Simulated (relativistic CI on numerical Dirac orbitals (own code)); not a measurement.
Electric-dipole transitions in La³⁴⁺

Calculated at this level of theory: Dirac-Coulomb-Breit CI, orbitals from a KLI potential per configuration, QED by a radiative potential, unscaled Slater integrals (own radial code, finite nucleus).

CI space (outside the closed core [Ne]): 3s2 3p6 3d5, 3s2 3p5 3d6, 3s2 3p4 3d7, 3s 3p6 3d6, 3p6 3d7, 3s 3p5 3d7, 3s2 3p6 3d4 4s, 3s2 3p6 3d4 4p, 3s2 3p4 3d6 4s, 3s2 3p6 3d4 4d, 3s2 3p4 3d6 4p, 3s2 3p5 3d5 4s, 3s2 3p6 3d4 4f, 3s 3p5 3d6 4s, 3s2 3p5 3d5 4p, 3s 3p5 3d6 4p, 3s2 3p6 3d3 4s2, 3s 3p6 3d5 4s, 3s2 3p6 3d3 4s 4p, 3p6 3d6 4p. Levels of other configurations are missing.

| λ vac (Å) | Lower | Upper | A (s⁻¹) | gf | Branching (%) |
| --- | --- | --- | --- | --- | --- |
| 35.028 | 3s2 3p6 3d5 2I_11/2 [13] | 3s2 3p5 3d6 2G°_9/2 [189] | 9.24e+11 | 1.70e+00 | 51.4 |
| 35.446 | 3s2 3p6 3d5 4G_11/2 [5] | 3s2 3p5 3d6 2G°_9/2 [170] | 4.07e+11 | 7.67e-01 | 49.1 |
| 35.537 | 3s2 3p6 3d5 2I_13/2 [17] | 3s2 3p5 3d6 2H°_11/2 [188] | 2.13e+12 | 4.83e+00 | 81.6 |
| 35.793 | 3s2 3p6 3d5 4G_11/2 [5] | 3s2 3p5 3d6 4H°_9/2 [164] | 8.33e+11 | 1.60e+00 | 51.2 |
| 35.890 | 3s2 3p6 3d5 2H_11/2 [28] | 3s2 3p5 3d6 2G°_9/2 [207] | 1.11e+12 | 2.14e+00 | 89.5 |
| 36.064 | 3s2 3p6 3d5 4G_9/2 [6] | 3s2 3p5 3d6 4H°_9/2 [164] | 3.41e+11 | 6.64e-01 | 20.9 |
| 36.354 | 3s2 3p6 3d5 2G_9/2 [31] | 3s2 3p5 3d6 2F°_7/2 [208] | 1.25e+12 | 1.98e+00 | 68.0 |
| 36.590 | 3s2 3p6 3d5 4G_11/2 [5] | 3s2 3p5 3d6 4F°_9/2 [157] | 4.58e+11 | 9.20e-01 | 35.0 |
| 36.714 | 3s2 3p6 3d5 2H_11/2 [28] | 3s2 3p5 3d6 2H°_11/2 [198] | 1.05e+12 | 2.54e+00 | 74.9 |
| 36.769 | 3s2 3p6 3d5 2F_7/2 [9] | 3s2 3p5 3d6 2D°_5/2 [163] | 6.73e+11 | 8.18e-01 | 41.7 |
| 36.891 | 3s2 3p5 3d6 4I°_15/2 [54] | 3s2 3p4 3d7 4H_13/2 [382] | 1.20e+12 | 3.43e+00 | 67.0 |
| 37.055 | 3s2 3p6 3d5 4G_7/2 [3] | 3s2 3p5 3d6 4F°_7/2 [155] | 3.77e+11 | 6.22e-01 | 22.0 |
| 37.502 | 3s2 3p6 3d5 4G_9/2 [6] | 3s2 3p5 3d6 4F°_7/2 [155] | 7.12e+11 | 1.20e+00 | 41.6 |
| 38.117 | 3s2 3p6 3d5 2I_11/2 [13] | 3s2 3p5 3d6 4G°_11/2 [160] | 4.59e+11 | 1.20e+00 | 54.6 |
| 38.185 | 3s2 3p6 3d5 2I_13/2 [17] | 3s2 3p5 3d6 2I°_13/2 [162] | 6.93e+11 | 2.12e+00 | 87.5 |
| 38.376 | 3s2 3p6 3d5 4G_9/2 [14] | 3s2 3p5 3d6 2F°_7/2 [159] | 7.20e+11 | 1.27e+00 | 49.2 |
| 44.065 | 3s2 3p6 3d5 4G_7/2 [3] | 3s2 3p5 3d6 4P°_5/2 [112] | 4.47e+11 | 7.81e-01 | 50.8 |
| 45.606 | 3s2 3p6 3d5 6S_5/2 [2] | 3s2 3p5 3d6 4P°_3/2 [82] | 4.43e+11 | 5.53e-01 | 70.8 |
| 45.685 | 3s2 3p6 3d5 4G_9/2 [6] | 3s2 3p5 3d6 4G°_7/2 [103] | 3.98e+11 | 9.96e-01 | 54.6 |
| 46.047 | 3s2 3p6 3d5 2I_13/2 [17] | 3s2 3p5 3d6 2H°_11/2 [123] | 4.26e+11 | 1.62e+00 | 66.0 |
| 46.240 | 3s2 3p6 3d5 6S_5/2 [1] | 3s2 3p5 3d6 6P°_3/2 [61] | 5.40e+11 | 6.93e-01 | 95.3 |
| 46.312 | 3s2 3p6 3d5 4G_9/2 [6] | 3s2 3p5 3d6 4G°_9/2 [95] | 3.12e+11 | 1.00e+00 | 54.0 |
| 46.341 | 3s2 3p6 3d5 6S_5/2 [1] | 3s2 3p5 3d6 4D°_5/2 [60] | 2.34e+11 | 4.52e-01 | 87.5 |
| 46.564 | 3s2 3p6 3d5 6S_5/2 [2] | 3s2 3p5 3d6 2D°_5/2 [74] | 2.51e+11 | 4.89e-01 | 66.4 |
| 46.833 | 3s2 3p6 3d5 4G_11/2 [5] | 3s2 3p5 3d6 4G°_11/2 [89] | 4.61e+11 | 1.82e+00 | 92.8 |
| 46.846 | 3s2 3p6 3d5 6S_5/2 [1] | 3s2 3p5 3d6 6P°_5/2 [56] | 3.48e+11 | 6.87e-01 | 89.4 |
| 47.084 | 3s2 3p6 3d5 4G_7/2 [3] | 3s2 3p5 3d6 4F°_7/2 [83] | 2.60e+11 | 6.92e-01 | 64.4 |
| 47.707 | 3s2 3p6 3d5 2I_11/2 [13] | 3s2 3p5 3d6 2I°_11/2 [106] | 3.28e+11 | 1.34e+00 | 65.1 |
| 47.923 | 3s2 3p6 3d5 6S_5/2 [1] | 3s2 3p5 3d6 4D°_7/2 [50] | 2.74e+11 | 7.54e-01 | 92.2 |
| 48.765 | 3s2 3p6 3d5 2I_13/2 [17] | 3s2 3p5 3d6 2I°_13/2 [104] | 2.96e+11 | 1.48e+00 | 83.5 |

Terms are leading LS components. Brackets give the number of a level in order of energy, since labels repeat. The list gives strong lines, with weight on those to low levels, without lines whose two gauges differ by over a factor of 2.5, among the lowest 400 of 9879 levels, so that lines to higher ones, which can be the strongest, are missing. Levels whose partners in the same complex of configurations lie outside the list can be far off, and so can their lines. Rates are taken at the computed energies, electric ones in the length gauge.

At this charge energies of transitions that change n are usually good to better than 1 %, and those within a shell (Δn = 0) to a few per cent. Terms inside the open d or f shell come out 10 to 20 % too wide with unscaled integrals.

LS names give the leading component of a level, which can be under half, so a name can repeat, a term be missing and a line seem to break the LS rules.
